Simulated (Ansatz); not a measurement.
A nudged elastic band was laid between two geometries of ClFH4N2Zr + H (10 atoms, charge 0, multiplicity 2).

These are results of UKS PBE0/def2-SVP (Ansatz 0.2.0), not measurements.

| Property | Result |
| --- | --- |
| movable images | 7 |
| climbing image | yes |
| spring | 5.0 eV/Å² |
| optimiser | quadratic models (default) |
| start path | through a guess of the saddle point |
| force threshold | 0.03 eV/Å |
| iteration limit | 56 |
| end points | relaxed |

First end point:

```xyz
10
Properties=species:S:1:pos:R:3
Zr -0.018 0.016 -0.193
Cl -0.105 0.162 2.185
N 1.916 -0.095 -0.756
H 2.403 -0.887 -1.170
H 2.578 0.675 -0.668
F -0.812 1.533 -1.040
N -0.880 -1.695 -0.814
H -0.848 -2.579 -0.308
H -1.504 -1.805 -1.611
H -0.032 0.015 5.805
```

Last end point:

```xyz
10
Properties=species:S:1:pos:R:3
Zr 0.126 -0.205 -0.223
Cl -0.060 0.073 4.005
N 1.996 -0.019 -0.964
H 2.425 -0.626 -1.661
H 2.687 0.685 -0.707
F -0.564 1.025 1.123
N -0.966 -1.772 -0.883
H -1.903 -2.034 -0.579
H -0.668 -2.457 -1.577
H -0.376 0.669 2.894
```

(1) What changes between the two ends?

(2) Give the energies along the band, and the barrier.

Results:

(1) Bonds broken: Zr1–Cl2. Bonds formed: Cl2–H10. ClFH4N2Zr + H becomes ClH + FH4N2Zr.

(2) The run ended unconverged. The highest image is number 6 of 0 to 8, 0.71 eV above the first end and 0.23 eV above the last; the last end lies 0.47 eV above the first. The band didn't meet its force threshold, so its energies are provisional: the largest band force was still 0.05 eV/Å, and over the last iterations the top stayed at 0.71 eV. Neighbouring images lie up to 2.4 Å apart, so the band is torn or far too coarse.

```json
{"image": "0", "path coordinate (Å)": "0.00", "energy (eV)": "0.00", "Zr1–Cl2 (Å)": "2.38", "Cl2–H10 (Å)": "3.62"}
{"image": "1", "path coordinate (Å)": "2.03", "energy (eV)": "0.00", "Zr1–Cl2 (Å)": "2.38", "Cl2–H10 (Å)": "3.67"}
{"image": "2", "path coordinate (Å)": "4.06", "energy (eV)": "0.00", "Zr1–Cl2 (Å)": "2.38", "Cl2–H10 (Å)": "3.79"}
{"image": "3", "path coordinate (Å)": "6.08", "energy (eV)": "0.00", "Zr1–Cl2 (Å)": "2.38", "Cl2–H10 (Å)": "3.34"}
{"image": "4", "path coordinate (Å)": "8.12", "energy (eV)": "0.00", "Zr1–Cl2 (Å)": "2.38", "Cl2–H10 (Å)": "3.59"}
{"image": "5", "path coordinate (Å)": "10.15", "energy (eV)": "0.01", "Zr1–Cl2 (Å)": "2.39", "Cl2–H10 (Å)": "3.10"}
{"image": "6", "path coordinate (Å)": "12.18", "energy (eV)": "0.71", "Zr1–Cl2 (Å)": "4.02", "Cl2–H10 (Å)": "1.29"}
{"image": "7", "path coordinate (Å)": "14.53", "energy (eV)": "0.66", "Zr1–Cl2 (Å)": "4.32", "Cl2–H10 (Å)": "1.29"}
{"image": "8", "path coordinate (Å)": "16.88", "energy (eV)": "0.47", "Zr1–Cl2 (Å)": "4.24", "Cl2–H10 (Å)": "1.30"}
```

The run took 44 min on 4 threads of Intel(R) Xeon(R) Processor @ 2.50GHz (Skylake/Cascade Lake), with other jobs on the host, peak memory 0.44 GiB.
